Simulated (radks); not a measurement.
Values are calculated unless marked as measured or tabulated.
Q: Ionisation of Tm, [Xe] 4f13 6s2, to Tm+, [Xe] 4f13 6s1, under several functionals. Scalar-relativistic Kohn-Sham, spin-unpolarised, spherical densities, point nucleus; a radial shooting solver on a logarithmic mesh with Libxc functionals. The NIST Atomic Spectra Database gives 6.184 eV (measured). Rank these functionals by the error of their Delta-SCF ionisation energy: PBE; HCTH/407; LDA (Slater exchange, VWN5 correlation); AM05; exchange-only B88; LDA (Slater exchange, Perdew-Wang correlation).

A: From best to worst: HCTH/407 6.393 eV (+0.209); AM05 6.412 eV (+0.227); PBE 6.457 eV (+0.273); exchange-only B88 5.876 eV (-0.309); LDA (Slater exchange, VWN5 correlation) 6.675 eV (+0.490); LDA (Slater exchange, Perdew-Wang correlation) 6.676 eV (+0.492). Spin polarisation and multiplet splitting are left out, so open shells lie too high by an amount that depends on their filling. Spin-orbit splitting is averaged out at the scalar-relativistic level.

Beside tabulated values, note that spin-unpolarised runs miss the spin-polarisation part of the exchange energy of open shells.
